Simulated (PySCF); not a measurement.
ClFH4OSi2.
SMILES with atom numbers: `[F:1][SiH2:2][O:3][SiH2:4][Cl:5]` (hydrogens: H6, H7 on Si2; H8, H9 on Si4)

Method: PySCF, PBE0-D3(BJ)/def2-SVP geometry optimisation, gas phase.

(1) What internal coordinates does the optimisation give?

Answers

(1) 
```tsv
bond	length (Å)
F1–Si2	1.619
Si2–O3	1.647
O3–Si4	1.649
Si4–Cl5	2.064
Si2–H6, Si2–H7	1.482
Si4–H8, Si4–H9	1.483
```

Bonds in one row agree within 0.01 Å and their mean is given. A selection of angles:
```tsv
angle	degrees
F1–Si2–O3	108.8
F1–Si2–H6	108.2
O3–Si2–H6	107.9
O3–Si2–H7	110.3
H6–Si2–H7	113.7
Si2–O3–Si4	147.1
O3–Si4–Cl5	109.2
O3–Si4–H8	110.4
O3–Si4–H9	108.2
Cl5–Si4–H8	108.0
Cl5–Si4–H9	108.5
H8–Si4–H9	112.4
```

Dihedral angles: F1–Si2–O3–Si4 50° (synclinal); Si2–O3–Si4–Cl5 46° (synclinal). The mirror-image conformer, all signs reversed, is as good.

O3 (siloxane oxygen) is bent (angle 147.1°). Si2 (fluorine-bound silicon) is distorted tetrahedral (angles from 107.7° to 113.7°). Si4 (chlorine-bound silicon) is tetrahedral (angles from 108.0° to 112.4°).

Point group: C1 (no symmetry element, even within 0.4 Å). Whether it is a minimum is left open (no frequencies). The numbers are those of one conformer.

Hardware: Arm Neoverse V2, one thread (shared host). Cost: 52 s wall, 0.42 GiB resident at most. That covers the optimisation of the geometry.
